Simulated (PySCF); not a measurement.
SMILES [Si]([SiH2]C[Si](C)(C)C)(Cl)(Cl)Cl (C4H13Cl3Si3), GFN2-xTB optimised geometry.

```
23

C      1.10    -2.22     1.56
Si     1.74    -1.34     0.00
C      3.65    -1.34     0.00
C      1.09    -2.22    -1.56
C      1.16     0.50     0.00
Si    -0.57     0.89    -0.67
Si    -2.24    -0.13     0.59
Cl    -4.04     0.79     0.33
Cl    -1.90    -0.10     2.60
Cl    -2.56    -2.08     0.11
H      1.56    -3.19     1.69
H      1.30    -1.64     2.46
H      0.02    -2.37     1.52
H      4.04    -0.81     0.86
H      4.04    -0.86    -0.89
H      4.04    -2.35     0.02
H      0.01    -2.34    -1.53
H      1.34    -1.68    -2.46
H      1.52    -3.22    -1.65
H      1.87     1.08    -0.58
H      1.23     0.87     1.02
H     -0.70     0.48    -2.07
H     -0.80     2.35    -0.63
```

Density from PBE0/def2-SVP run with PySCF at that geometry.

Minimum of the electron density along straight lines between bonded atoms, close to the bond critical point (lines longer than 1.1 times the sum of covalent radii, or with two minima, are not listed):

```csv
bond,length / Å,ρ at the minimum / e bohr⁻³,∇²ρ there / e bohr⁻⁵,position (fraction from the first atom)
C1–Si2,1.904,0.111,0.32,0.62
Si2–C3,1.911,0.109,0.31,0.38
Si2–C4,1.904,0.110,0.32,0.38
Si2–C5,1.927,0.103,0.30,0.38
C5–Si6,1.895,0.110,0.30,0.62
Si6–Si7,2.326,0.093,-0.01,0.34
Si7–Cl8,2.039,0.096,0.29,0.37
Si7–Cl9,2.037,0.096,0.30,0.37
Si7–Cl10,2.041,0.096,0.29,0.37
C1–H11,1.086,0.271,-0.96,0.62
C1–H12,1.086,0.271,-0.97,0.62
C1–H13,1.085,0.273,-0.98,0.63
C3–H14,1.086,0.271,-0.97,0.62
C3–H15,1.086,0.271,-0.96,0.62
C3–H16,1.086,0.271,-0.97,0.62
C4–H17,1.085,0.272,-0.98,0.63
C4–H18,1.085,0.271,-0.96,0.62
C4–H19,1.086,0.271,-0.97,0.62
C5–H20,1.090,0.267,-0.92,0.62
C5–H21,1.090,0.267,-0.93,0.62
Si6–H22,1.469,0.116,0.31,0.49
Si6–H23,1.473,0.115,0.31,0.49
```
